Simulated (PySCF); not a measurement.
SMILES Oc1cc[c]cc1, doublet, B3LYP/def2-SVP optimised geometry.

```
12

O      1.87    -0.04     0.00
C      0.51     0.01     0.00
C     -0.18    -1.21     0.00
C     -1.58    -1.22     0.00
C     -2.23     0.00     0.00
C     -1.60     1.22     0.00
C     -0.19     1.22     0.00
H      2.23     0.86     0.00
H      0.40    -2.14     0.00
H     -2.12    -2.17     0.00
H     -2.15     2.17     0.00
H      0.35     2.17     0.00
```

Density from unrestricted B3LYP/def2-TZVP in PySCF 2.14.0 at that geometry.

Minimum of the electron density along straight lines between bonded atoms, close to the bond critical point (lines longer than 1.1 times the sum of covalent radii, or with two minima, are not listed):

```json
[
 {"bond": "O1–C2", "length / Å": "1.360", "ρ at the minimum / e bohr⁻³": "0.295", "∇²ρ there / e bohr⁻⁵": "(withheld)", "position (fraction from the first atom)": "0.66"},
 {"bond": "C2–C3", "length / Å": "1.405", "ρ at the minimum / e bohr⁻³": "0.315", "∇²ρ there / e bohr⁻⁵": "-0.93", "position (fraction from the first atom)": "0.52"},
 {"bond": "C3–C4", "length / Å": "1.402", "ρ at the minimum / e bohr⁻³": "0.309", "∇²ρ there / e bohr⁻⁵": "-0.88", "position (fraction from the first atom)": "0.50"},
 {"bond": "C4–C5", "length / Å": "1.382", "ρ at the minimum / e bohr⁻³": "0.321", "∇²ρ there / e bohr⁻⁵": "-0.94", "position (fraction from the first atom)": "0.50"},
 {"bond": "C5–C6", "length / Å": "1.379", "ρ at the minimum / e bohr⁻³": "0.323", "∇²ρ there / e bohr⁻⁵": "-0.95", "position (fraction from the first atom)": "0.50"},
 {"bond": "C2–C7", "length / Å": "1.404", "ρ at the minimum / e bohr⁻³": "0.314", "∇²ρ there / e bohr⁻⁵": "-0.92", "position (fraction from the first atom)": "0.52"},
 {"bond": "C6–C7", "length / Å": "1.406", "ρ at the minimum / e bohr⁻³": "0.306", "∇²ρ there / e bohr⁻⁵": "-0.86", "position (fraction from the first atom)": "0.50"},
 {"bond": "O1–H8", "length / Å": "0.966", "ρ at the minimum / e bohr⁻³": "(withheld)", "∇²ρ there / e bohr⁻⁵": "(withheld)", "position (fraction from the first atom)": "0.80"},
 {"bond": "C3–H9", "length / Å": "1.093", "ρ at the minimum / e bohr⁻³": "0.281", "∇²ρ there / e bohr⁻⁵": "-0.98", "position (fraction from the first atom)": "0.65"},
 {"bond": "C4–H10", "length / Å": "1.094", "ρ at the minimum / e bohr⁻³": "0.280", "∇²ρ there / e bohr⁻⁵": "-0.99", "position (fraction from the first atom)": "0.65"},
 {"bond": "C6–H11", "length / Å": "1.094", "ρ at the minimum / e bohr⁻³": "0.280", "∇²ρ there / e bohr⁻⁵": "-0.99", "position (fraction from the first atom)": "0.65"},
 {"bond": "C7–H12", "length / Å": "1.096", "ρ at the minimum / e bohr⁻³": "0.277", "∇²ρ there / e bohr⁻⁵": "-0.96", "position (fraction from the first atom)": "0.64"}
]
```

Complete the blanks.


- O1–C2, ∇²ρ there / e bohr⁻⁵: -0.63
- O1–H8, ρ at the minimum / e bohr⁻³: 0.359
- O1–H8, ∇²ρ there / e bohr⁻⁵: -2.41
